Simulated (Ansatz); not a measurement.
`FC/C=C/[SiH3]` → `F/C=C/[SiH3]` + `[CH2]` (triplet) at 600 K and 1 bar (formal loss of a carbene).

Computed with Ansatz on PBE0-D4/def2-TZVP structures; ΔE is electronic, products minus reactants. CBS: MP2 limit from def2 TZ/QZ plus the TZ coupled-cluster correction, frozen cores. This one scheme is used for every species. Double bonds are as drawn, so ΔE can hold a change between cis and trans. Triplets are unrestricted, without spin–orbit coupling. Each species was taken in one conformer, which may not be the lowest.

| species | CCSD(T)/CBS energy (Eh) | H − E (kJ/mol) | S (J/(mol·K)) |
| --- | --- | --- | --- |
| `FC/C=C/[SiH3]` | -507.20526 | 294.4 | 433.8 |
| `F/C=C/[SiH3]` | -467.94748 | 207.2 | 382.3 |
| `[CH2]` (triplet) | -39.09499 | 66.5 | 220.8 |

H − E and S are ideal-gas, rigid-rotor, harmonic terms from PBE0-D4/def2-TZVP, for one conformer and one mirror image of each species, with the whole ground term of open shells counted as degenerate. 1 Eh = 2625.50 kJ/mol, R = 8.31446 J/(mol·K).

Problem. By hand: ΔE, ΔH, ΔS and ΔG.

Solution. ΔE = (-467.94748) + (-39.09499) − (-507.20526) = 0.16279 Eh = 427.4 kJ/mol. Δ(H − E) = 207.2 + 66.5 − 294.4 = -20.7, so ΔH = 406.7 kJ/mol. ΔS = 382.3 + 220.8 − 433.8 = 169.3 J/(mol·K). ΔG = 406.7 − 600 × (169.3)/1000 = 305.1 kJ/mol.

Problem. By hand: the equilibrium constant, and the temperature at which ΔG would vanish if ΔH and ΔS stayed fixed.

Solution. log₁₀ K = −ΔG/(RT ln 10) = -26.6. ΔG = 0 at ΔH/ΔS = 2402 K.

The number of gas molecules changes by +1, which sets the sign of ΔS. A doubt of 5 kJ/mol in ΔE shifts log₁₀ K by 0.4 here. Other conformers and mirror images would add mixing entropy, several J/(mol·K) or more a flexible species. A triplet takes part, so the spin changes. These are equilibria of isolated gas molecules and say nothing of rates. Largest T1 diagnostic: 0.012 (customary marks: 0.02 for closed shells, 0.045 for open ones).
